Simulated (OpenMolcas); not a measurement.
## Ti2+: ligand-field states by method

Ti2+ with its 6 nearest fluoride ions at 2.17 Å, on the Zn site of KZnF3 (a = 4.054 Å, distance in the model lattice 2.027 Å). The rest of the host is ab initio model potentials to 7.6 Å, with orthogonalisation functions on the cations behind the ligands, and point charges beyond; the distance is set by hand and nothing relaxes. Ligand basis ANO-RCC-VDZP.
```
Ti    0.0000    0.0000    0.0000
F     2.1700    0.0000    0.0000
F     0.0000    2.1700    0.0000
F    -2.1700    0.0000    0.0000
F     0.0000   -2.1700    0.0000
F     0.0000    0.0000    2.1700
F     0.0000    0.0000   -2.1700
```

```
Program             : OpenMolcas 26.06
Basis               : ANO-RCC-VTZP [6s5p3d2f1g]
Scalar Hamiltonian  : DKH2, point nucleus
Active space        : 2 electrons in 5 orbitals (3d)
State averaging     : 2S+1 = 3 even, 10 roots; 2S+1 = 1 even, 15 roots
Spin-orbit coupling : RASSI with atomic mean-field integrals over the reference wave functions
```

I. CASSCF
II. SS-CASPT2, IPEA 0.25 Eh, imaginary shift 0.1 Eh (closed shells correlated: 3s 3p and the ligand valence shells)

Spin-free states (labels of O, the rotations of Oh) in cm-1, each column counted from its own energy of the first state listed:

```csv
State,Degeneracy,I,II
3T1,3,0,0
3T2,3,9864,10940
1T2,3,12058,9200
1E,2,12312,9810
3A2,1,21282,23010
3T1,3,21832,19760
1A1,1,23863,19220
1T2,3,24282,22170
1T1,3,26860,24910
1E,2,35866,34490
1A1,1,55186,48230
```

From I to II, I's first state of the same spin (3T2) moves from 9864 to 10940 cm-1, by about +1100 cm-1.

From I to II, I's first state of another spin (1T2) moves from 12058 to 9200 cm-1, by about -2900 cm-1.

I: A least-squares ligand-field fit to the states below 45000 cm-1, each weighted by its degeneracy and with a free common offset, gives 10Dq = 11570 cm-1, B = 870 cm-1 and C = 3240 cm-1 (C/B = 3.72), with an rms deviation of 192 cm-1. The same method and metal basis give the free ion B = 891 cm-1 (fit to its terms below 60000 cm-1, rms deviation 68 cm-1), so the nephelauxetic ratio is β = 870 / 891 = 0.98; it hangs on how both fits weigh the states, and computed free-ion B values tend to be too large, so β mixes covalency with correlation.

II: A least-squares ligand-field fit to the states below 45000 cm-1, each weighted by its degeneracy and with a free common offset, gives 10Dq = 12478 cm-1, B = 670 cm-1 and C = 2654 cm-1 (C/B = 3.96), with an rms deviation of 310 cm-1. The same method and metal basis give the free ion B = 791 cm-1 (fit to its terms below 60000 cm-1, rms deviation 557 cm-1), so the nephelauxetic ratio is β = 670 / 791 = 0.85; it hangs on how both fits weigh the states, and computed free-ion B values tend to be too large, so β mixes covalency with correlation.

From I to II, 10Dq changes by +8 %, B by -23 % and C by -18 %.

χT at 300 K: I 1.10, II 1.10 cm3 K/mol.

Roots that are degenerate in the reference are averaged as groups; the widest CASPT2 spread within a group is 580 cm-1 (the 3-fold group of multiplicity 3 near 19800 cm-1 above the lowest state of its run, II). Shifts and gaps below about the spread of the groups concerned are not significant. Over all roots computed the reference weight is 0.74 to 0.75 in II; a low but even weight reflects the number of correlated electrons. An orbital triplet at a regular site is open to Jahn-Teller coupling, which can distort the site and quench the lowest spin-orbit gaps and is left out. Ligand-to-metal charge-transfer states are missing. With no ligand orbital active B as a rule stays too high, so bands that hang on it stand too high and its fall with covalency is understated. Without dynamic correlation the repulsion within the d shell is too large (B by tens of per cent), so at a given field states of lower spin stand too high (holds for I). With metal d orbitals alone and no dynamic correlation 10Dq can be off by a tenth to a fifth, either way, in oxide and fluoride hosts (holds for I). With one d shell and no ligand orbital active, 10Dq can be off by tens of per cent for divalent 3d ions, low with halides held by bare charges and at times high in hosts (holds for II). Free-ion shares, where given, are those of the reference states; single-state CASPT2 does not remix them (holds for II). The distance lies 2 % over the 2.12 Å that this model takes as the normal distance (a Shannon-type radius plus a fixed donor radius, weighted with the host); by an R⁻⁵ law this alone changes a d-shell field by about -11 %. No measured value stands beside these numbers; the geometry was set by hand and not optimised.
